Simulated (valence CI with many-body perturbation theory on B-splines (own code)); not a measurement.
**E1 line list for Ba⁴¹⁺**

Method: configuration interaction combined with many-body perturbation theory (CI+MBPT): five valence electrons over a frozen Dirac-Fock core [Ne], radial functions for each j: 9 s, 9 p, 8 d, 6 f, 3 g, 1 h, with the one-electron correlation potential Σ1, the two-electron term Σ2, the three-electron term Σ3, Breit, model QED; selected CI, second order for the rest (own B-spline code, finite nucleus).

The last digits are not significant, and no measured levels were compared; by estimate large intervals hold to a few tenths of a per cent, small ones and those within an open d or f shell to about a per cent. Among the levels kept, up to 640 cm⁻¹ of a level comes from second order outside the variational space, and about a tenth of that is noise between levels of different J, which matters for small intervals.

Lines 1 to 50 of 211 in falling wavelength, among levels below 3241.9 × 10³ cm⁻¹, chosen from the strongest by gf and those to the six lowest levels. Wavelengths and rates use the calculated energies. Electric multipoles are in the length gauge, E1 and E2 with the static RPA response of the core. Weak lines are less certain than strong ones. Lines between different terms over intervals too small for the method are left out, as are lines whose strength nearly cancels. The highest levels of a list are the least certain.

Levels are named by their leading jj configuration (3d3/2^4 stands for four electrons in 3d with j = 3/2), which in mixed levels can hold well under half, so a name can repeat and another be missing. Letters in brackets count levels of one name in rising energy.

```csv
λ vac (Å),Upper,Lower,A (s⁻¹),S (a.u.)
1630,(3s^2 3p3/2^3) J=3/2,(3s^2 3p1/2^2 3d5/2) J=5/2,5.12e+03,4.37e-05
388.2,(3s^2 3p3/2^3) J=3/2,(3s^2 3p1/2^2 3d3/2) J=3/2,2.54e+05,2.93e-05
226.4,(3s^2 3p1/2^2 3d3/2) J=3/2,(3s^2 3p1/2 3p3/2^2) J=1/2,1.15e+05,2.63e-06
206.7,(3s 3p1/2^2 3p3/2 3d3/2) J=3/2 [b],(3s 3p1/2 3p3/2^3) J=5/2,1.14e+08,1.99e-03
189.8,(3s^2 3p1/2^2 3d3/2) J=3/2,(3s^2 3p1/2 3p3/2^2) J=5/2,8.84e+07,1.19e-03
186.4,(3s 3p1/2^2 3p3/2 3d5/2) J=3/2,(3s 3p1/2 3p3/2^3) J=3/2,1.24e+08,1.59e-03
167.8,(3s^2 3p1/2^2 3d3/2) J=3/2,(3s^2 3p1/2 3p3/2^2) J=3/2,5.27e+06,4.91e-05
164.8,(3s 3p1/2^2 3p3/2 3d5/2) J=5/2,(3s 3p1/2 3p3/2^3) J=5/2,1.74e+08,2.30e-03
164.3,(3s^2 3p1/2 3p3/2 3d5/2) J=3/2 [a],(3s^2 3p3/2^3) J=3/2,1.30e+08,1.14e-03
163.9,(3s 3p1/2^2 3p3/2 3d3/2) J=5/2 [a],(3s^2 3p1/2 3p3/2 3d3/2) J=3/2 [b],7.41e+08,9.66e-03
161.1,(3s 3p1/2^2 3p3/2 3d3/2) J=3/2 [a],(3s^2 3p1/2 3p3/2 3d3/2) J=1/2 [b],2.70e+08,2.23e-03
159.6,(3s 3p1/2^2 3p3/2 3d3/2) J=1/2 [a],(3s^2 3p1/2 3p3/2 3d3/2) J=1/2 [b],4.24e+08,1.70e-03
150.0,(3s 3p1/2^2 3p3/2 3d5/2) J=5/2,(3s^2 3p1/2 3p3/2 3d5/2) J=3/2 [c],3.65e+08,3.65e-03
149.6,(3s^2 3p1/2 3p3/2 3d3/2) J=5/2 [b],(3s^2 3p3/2^3) J=3/2,2.89e+08,2.86e-03
148.6,(3s 3p1/2^2 3p3/2 3d3/2) J=7/2,(3s^2 3p1/2 3p3/2 3d5/2) J=9/2,9.41e+07,1.22e-03
147.0,(3s 3p1/2^2 3p3/2 3d5/2) J=7/2,(3s 3p1/2 3p3/2^3) J=5/2,1.19e+08,1.49e-03
146.9,(3s 3p1/2^2 3p3/2 3d3/2) J=7/2,(3s^2 3p1/2 3p3/2 3d3/2) J=5/2 [b],1.52e+09,1.91e-02
141.6,(3s 3p1/2^2 3p3/2 3d3/2) J=7/2,(3s^2 3p1/2 3p3/2 3d5/2) J=5/2 [a],8.58e+08,9.62e-03
138.3,(3s^2 3p1/2^2 3d5/2) J=5/2,(3s^2 3p1/2 3p3/2^2) J=5/2,6.85e+08,5.37e-03
137.6,(3s 3p1/2^2 3p3/2 3d3/2) J=5/2 [b],(3s^2 3p1/2 3p3/2 3d5/2) J=5/2 [b],1.11e+08,8.59e-04
135.3,(3s 3p1/2^2 3p3/2 3d5/2) J=5/2,(3s^2 3p1/2 3p3/2 3d5/2) J=3/2 [b],1.08e+08,7.94e-04
134.4,(3s 3p1/2^2 3p3/2 3d3/2) J=5/2 [b],(3s^2 3p1/2 3p3/2 3d5/2) J=7/2 [b],3.42e+08,2.46e-03
133.2,(3s 3p1/2^2 3p3/2 3d3/2) J=3/2 [b],(3s^2 3p1/2 3p3/2 3d3/2) J=1/2 [b],6.54e+08,3.05e-03
133.0,(3s 3p1/2^2 3p3/2 3d3/2) J=3/2 [b],(3s^2 3p1/2 3p3/2 3d3/2) J=3/2 [b],1.69e+09,7.85e-03
130.8,(3s 3p1/2^2 3p3/2 3d5/2) J=5/2,(3s^2 3p1/2 3p3/2 3d5/2) J=7/2 [b],1.39e+08,9.20e-04
130.2,(3s 3p1/2^2 3p3/2 3d5/2) J=3/2,(3s^2 3p1/2 3p3/2 3d5/2) J=1/2,3.41e+08,1.49e-03
127.4,(3s 3p1/2^2 3p3/2 3d5/2) J=3/2,(3s^2 3p1/2 3p3/2 3d5/2) J=3/2 [b],5.60e+08,2.29e-03
126.2,(3s^2 3p1/2^2 3d5/2) J=5/2,(3s^2 3p1/2 3p3/2^2) J=3/2,1.16e+09,6.89e-03
123.8,(3s 3p1/2^2 3p3/2 3d3/2) J=3/2 [b],(3s^2 3p1/2 3p3/2 3d5/2) J=5/2 [a],9.33e+08,3.49e-03
123.2,(3s 3p1/2^2 3p3/2 3d5/2) J=9/2,(3s^2 3p1/2 3p3/2 3d5/2) J=9/2,3.75e+09,3.46e-02
122.6,(3s 3p1/2^2 3p3/2 3d3/2) J=5/2 [a],(3s^2 3p1/2 3p3/2 3d3/2) J=7/2,1.04e+09,5.67e-03
121.8,(3s 3p1/2^2 3p3/2 3d5/2) J=7/2,(3s^2 3p1/2 3p3/2 3d5/2) J=5/2 [b],3.63e+09,2.59e-02
120.9,(3s^2 3p1/2 3p3/2 3d5/2) J=5/2 [b],(3s^2 3p3/2^3) J=3/2,2.95e+08,1.55e-03
119.3,(3s 3p1/2^2 3p3/2 3d5/2) J=7/2,(3s^2 3p1/2 3p3/2 3d5/2) J=7/2 [b],2.51e+09,1.68e-02
117.4,(3s^2 3p1/2 3p3/2 3d5/2) J=1/2,(3s^2 3p3/2^3) J=3/2,1.00e+09,1.60e-03
117.1,(3s 3p1/2^2 3p3/2 3d3/2) J=5/2 [b],(3s^2 3p1/2 3p3/2 3d3/2) J=3/2 [b],8.02e+08,3.81e-03
116.9,(3s 3p1/2^2 3p3/2 3d3/2) J=7/2,(3s^2 3p1/2 3p3/2 3d3/2) J=7/2,4.47e+09,2.82e-02
114.5,(3s 3p1/2^2 3p3/2 3d3/2) J=5/2 [a],(3s^2 3p1/2 3p3/2 3d3/2) J=3/2 [a],1.36e+09,6.05e-03
114.2,(3s 3p1/2^2 3p3/2 3d3/2) J=1/2 [b],(3s^2 3p1/2 3p3/2 3d3/2) J=1/2 [b],4.78e+09,7.03e-03
114.0,(3s 3p1/2^2 3p3/2 3d3/2) J=1/2 [b],(3s^2 3p1/2 3p3/2 3d3/2) J=3/2 [b],1.53e+09,2.25e-03
113.6,(3s 3p1/2^2 3p3/2 3d3/2) J=3/2 [a],(3s^2 3p1/2 3p3/2 3d3/2) J=1/2 [a],1.25e+09,3.61e-03
113.4,(3s 3p1/2^2 3p3/2 3d3/2) J=5/2 [a],(3s^2 3p1/2 3p3/2 3d3/2) J=5/2 [a],5.05e+09,2.18e-02
113.2,(3s 3p1/2^2 3p3/2^2) J=5/2,(3s^2 3p1/2 3p3/2^2) J=5/2,3.13e+09,1.35e-02
113.1,(3s 3p1/2^2 3p3/2 3d5/2) J=9/2,(3s^2 3p1/2 3p3/2 3d5/2) J=7/2 [a],9.66e+09,6.89e-02
113.0,(3s 3p1/2^2 3p3/2 3d3/2) J=3/2 [a],(3s^2 3p1/2 3p3/2 3d3/2) J=3/2 [a],3.90e+09,1.11e-02
113.0,(3s 3p1/2^2 3p3/2 3d3/2) J=5/2 [b],(3s^2 3p1/2 3p3/2 3d3/2) J=5/2 [b],1.33e+09,5.68e-03
112.8,(3s 3p1/2^2 3p3/2 3d3/2) J=1/2 [a],(3s^2 3p1/2 3p3/2 3d3/2) J=1/2 [a],6.14e+09,8.71e-03
112.3,(3s 3p1/2^2 3p3/2 3d3/2) J=1/2 [a],(3s^2 3p1/2 3p3/2 3d3/2) J=3/2 [a],2.99e+09,4.18e-03
111.9,(3s 3p1/2^2 3p3/2 3d3/2) J=3/2 [a],(3s^2 3p1/2 3p3/2 3d3/2) J=5/2 [a],3.71e+09,1.02e-02
110.4,(3s 3p1/2^2 3p3/2 3d5/2) J=5/2,(3s^2 3p1/2 3p3/2 3d3/2) J=5/2 [b],1.98e+09,7.87e-03
```
